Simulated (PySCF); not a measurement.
**Basis-set dependence of excited states**

C3H5BF2S.
Geometry (PBE0-D3(BJ)/def2-SVP, Å), atoms numbered from 1 in this order:
```xyz
12
C3H5BF2S angstrom
C     -0.030   -1.323    0.170
C     -0.675   -0.151    0.011
S      0.048    1.430   -0.204
C      1.805    1.065   -0.129
B     -2.232   -0.143    0.006
F     -2.918    0.963   -0.194
F     -2.919   -1.251    0.202
H     -0.612   -2.239    0.297
H      1.058   -1.421    0.179
H      2.112    0.400   -0.951
H      2.326    2.026   -0.233
H      2.077    0.613    0.837
```

TDDFT with PBE0 (PySCF), vertical singlets, core orbitals frozen in the response, spherical d and f functions. Geometry: PBE0-D3(BJ)/def2-SVP, one conformer, isolated molecule.

Question: How do the low singlets change with the basis? Take 6-31G*, def2-SVP, 6-31+G*, def2-SVPD, aug-cc-pVDZ and def2-TZVP.

Answer: 

```csv
basis,functions,diffuse,S1 (eV),S2 (eV),S3 (eV),S4 (eV),S5 (eV),LUMO (eV),α (au)
6-31G*,112,no,4.79,6.00,6.79,7.13,7.37,-0.97,58.2
def2-SVP,127,no,4.66,6.08,6.66,7.03,7.27,-1.22,58.9
6-31+G*,140,yes,4.56,5.38,5.87,6.34,6.50,-1.39,67.2
def2-SVPD,193,yes,4.48,5.58,6.05,6.49,6.58,-1.48,72.0
aug-cc-pVDZ,210,yes,4.47,5.24,5.83,6.11,6.24,-1.44,73.3
def2-TZVP,253,no,4.53,5.66,6.50,6.55,6.92,-1.37,68.7
```

States are compared by their number. Against the largest diffuse basis here (aug-cc-pVDZ, itself not a converged limit), sets without diffuse functions differ by up to 0.32 eV in S1 and 1.13 eV in S5; the smaller diffuse sets differ by up to 0.08 and 0.34 eV. State by state, the largest deviation of a set without diffuse functions is S1 0.32, S2 0.83, S3 0.96, S4 1.02, S5 1.13 eV. The same number needn't mean the same state in each row. Against aug-cc-pVDZ the polarisability deviates by -21% in 6-31G*, -20% in def2-SVP, -8% in 6-31+G*, -2% in def2-SVPD, -6% in def2-TZVP. A single + in a Pople set puts diffuse functions on heavy atoms only.
